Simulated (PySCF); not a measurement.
# Telling isomers of C₄H₃F₃ apart by NMR

All values are calculated (PySCF): J couplings at B3LYP/pcJ-1 (spin–dipole term left out of most H,H and C,H couplings), geometry: PBE0-D3(BJ)/def2-SVP, GIAO PBE0/pcSseg-1 shieldings. Relativity neglected, a single conformation, gas phase, rapidly exchanging positions averaged.

Scale: 1H, 13C vs TMS (reference shieldings calculated alike). Multiplet labels drop J under 1 Hz and among equivalent protons, and merge close values. Unscaled 3J(H,H) run several per cent high. One-bond C–F couplings are unscaled and too large by tens of Hz. Shifts are as computed. Against solution values, carbons near 30 ppm lie about +2 ppm off and those near 130 ppm about +5 ppm. Of 1211 compounds with measured shifts, 218 miss one by over three times the rms of a fit or turn the order of signals round; such compounds aren't used in these exercises.

(1) Tabulate the signals of `C=CC(F)=C(F)F`, `C#CCC(F)(F)F` and their relative energies.

(2) What is the quickest way to tell C=CC(F)=C(F)F from C#CCC(F)(F)F?

Answers

(1) 
```tsv
SMILES	carbon types	δC	δH	E rel. (kcal/mol)
C=CC(F)=C(F)F	2×C 1×CH 1×CH2	161.9, 134.4, 129.3, 120.6	6.33 (m, 1H), 5.78 (m, 1H), 5.54 (dtd, 1H)	4.6
C#CCC(F)(F)F	2×C 1×CH 1×CH2	129.2, 79.6, 76.4, 27.8	2.76 (qd, 2H), 2.08 (t, 1H)	0.0
```

Energies are electronic energies at PBE0/pcSseg-1 on these geometries, without zero-point or thermal terms, each for the one conformer computed, which needn't be the lowest.

(2) Both give the same number of carbon signals, with the same numbers of each carbon type, so the positions decide. The first has a terminal =CH2 carbon at 120.6 ppm, the second a propargylic sp3 CH2 at 27.8 ppm. Their most deshielded carbons lie at 161.9 and 129.2 ppm. In the proton spectra the most deshielded non-exchanging signals are 6.33 (m, 1H) and 2.76 (qd, J = 9.2, 4.2 Hz, 2H).
